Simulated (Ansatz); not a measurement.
The cluster CaTe2. Charge 0, multiplicity 3. Geometry r2SCAN-D4/def2-TZVP; atoms count from 1.

```xyz
3

Ca   -1.318   -0.068   -1.283
Te    1.498   -0.586   -0.186
Te   -0.180    0.655    1.469
```

In the def2 sets Te takes a core potential; there is no spin–orbit coupling. At PBE0-D4/def2-TZVP a singlet of charge 0 lies 0.69 eV below the triplet, each at its own geometry. The structure comes from a short search, and lower isomers may exist.

Estimate the Mulliken populations from the PBE0/def2-TZVP orbitals of Ansatz.


| atom | charge (e) | spin (α − β) |
| --- | --- | --- |
| Ca1 | 0.45 | 0.96 |
| Te2 | -0.23 | 0.52 |
| Te3 | -0.23 | 0.52 |
Mulliken values depend strongly on the basis.

Where does the spin sit?

Summed by element: Ca 0.96, Te 1.04, of 2 unpaired in all. Largest on single atoms: Ca1 0.96, Te2 0.52, Te3 0.52.

And the Mayer bond orders between heavy atoms (over 0.3)?

Ca1–Te2 0.49 (3.07 Å); Ca1–Te3 0.49 (3.06 Å); Te2–Te3 1.52 (2.66 Å).
